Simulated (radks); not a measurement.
Task: Spherical quantum dot in the effective-mass picture: electrons in a well V = -V0 / (1 + exp((r - R)/a)) with V0 = 3.41, R = 9.24, a = 0.5, with a point charge +2 (a donor) at the centre, all in effective atomic units (hartree* = m*/eps^2 hartree, bohr* = eps/m* bohr), one dielectric constant everywhere. Method: non-relativistic Kohn-Sham, exchange-only LDA, spin-polarised, spherical densities; computed with a radial shooting solver with Libxc functionals. Levels are named by radial order and angular momentum (1s, 1p, 1d, 2s, ...), and open shells are averaged over m. At N = 17 the configuration is 1s2 1p6 1d(up 5, down 2) 2s2. Does electron 18 go into 1f up or 1d down or 1f down?

Result: Into 1d down. The total energies of the other choices lie higher by 0.0475 hartree* (1f up), 0.0717 hartree* (1f down).
